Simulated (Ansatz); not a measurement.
H3NSSi, SMILES `N[Si]S` (excited triplet) (charge 0, multiplicity 3). This triplet is an excited state, 2.24 eV above the relaxed singlet at the level frozen-core CCSD(T)/cc-pVTZ // PBE0-D3(BJ)/def2-TZVP (Ansatz, a quantum-chemistry and plane-wave program).

Method: PBE/cc-pVTZ // PBE0-D3(BJ)/def2-TZVP run with Ansatz.

Ansatz 0.2 input:
```yaml
crystal:
  periodic: [false, false, false]
  atoms:
    - { symbol: N, position_ang: [-1.238049, -0.040469, -0.103522] }
    - { symbol: Si, position_ang: [0.177205, 0.107313, 0.851213] }
    - { symbol: S, position_ang: [2.060233, 0.704732, 0.041057] }
    - { symbol: H, position_ang: [-1.939267, 0.68249, -0.13266] }
    - { symbol: H, position_ang: [-1.598664, -0.938128, -0.385099] }
    - { symbol: H, position_ang: [2.538541, -0.515937, -0.27099] }
basis:
  gaussian: { orbitals: cc-pVTZ }
hamiltonian:
  xc: pbe
magnetization:
  spin_polarized: true
  initial_magnetization: 2
```

Output:

```
Functional definition: PBE
898 factors; their error is unknown
mean field evaluation 1: about -20232.1435 eV, gradient 5.0e1 eV
mean field evaluation 2: about -20182.5529 eV, gradient 9.5e1 eV
mean field evaluation 4: about -20240.9400 eV, gradient 1.1e1 eV
mean field evaluation 8: about -20241.6946 eV, gradient 1.3e-1 eV
mean field evaluation 16: about -20241.6579 eV, gradient 5.4e-4 eV
mean field -20241.65790941 eV, -743.8672078823 hartree, gradient 3.4e-5 eV, S^2 2.003536; 0 other end points of the search recorded, 0 dependent functions left out
reference -20241.65794419 eV, -743.8672091606 hartree; 21, 19 occupied and 119, 121 virtual orbitals, 898 factors
Total energy: -20241.65794419 eV, -743.8672091606 hartree
```
